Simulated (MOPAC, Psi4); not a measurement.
Interaction energy of HCl ··· C2H6 (SMILES Cl and CC). Monomers: optimised at B3LYP-D3(BJ) (def2-TZVP), held rigid. Orientation: a random orientation, not optimised. Only R, the distance of the centres of mass, is varied, so the lowest point isn't the relaxed dimer.

Geometry at R = 3.82 Å (first 2 atoms: monomer A):
```
10

Cl     0.6410     0.0000     0.0000
H     -0.6410     0.0000     0.0000
C      1.5949     3.4418     0.3198
C      1.2823     3.7193     1.7877
H      0.6918     3.1818    -0.2360
H      2.2973     2.6127     0.2134
H      2.0394     4.3142    -0.1632
H      0.8375     2.8469     2.2706
H      2.1854     3.9788     2.3437
H      0.5801     4.5485     1.8941
```

Levels of theory: AM1, restricted, heats of formation (MOPAC); PBE/def2-TZVP, counterpoise-corrected (Psi4); BLYP-D3(BJ)/def2-TZVP, counterpoise-corrected (Psi4); wB97X-D/def2-TZVP, counterpoise-corrected (Psi4).

Interaction energies in kcal/mol:

| R / Å | AM1 | PBE/def2-TZVP | BLYP-D3(BJ)/def2-TZVP |
|---|---|---|---|
| 3.19 | 2.44 | 5.50 | 4.86 |
| 3.41 | 0.94 | 2.48 | 1.78 |
| 3.60 | 0.44 | 1.15 | 0.50 |
| 3.82 | 0.23 | 0.37 | -0.15 |
| 4.00 | 0.16 | 0.07 | -0.33 |
| 4.19 | 0.11 | -0.07 | -0.37 |
| 4.50 | 0.05 | -0.13 | -0.30 |
| 4.79 | 0.02 | -0.12 | -0.21 |
| 5.33 | 0.00 | -0.06 | -0.11 |
| 5.99 | 0.00 | -0.01 | -0.07 |
| 7.02 | 0.00 | 0.00 | -0.03 |
| 8.30 | 0.00 | 0.00 | -0.01 |

Task: Predict the corresponding wB97X-D/def2-TZVP column.

Result: 3.19: 5.04; 3.41: 1.93; 3.60: 0.62; 3.82: -0.07; 4.00: -0.28; 4.19: -0.34; 4.50: -0.32; 4.79: -0.26; 5.33: -0.15; 5.99: -0.07; 7.02: -0.02; 8.30: -0.01 (kcal/mol).
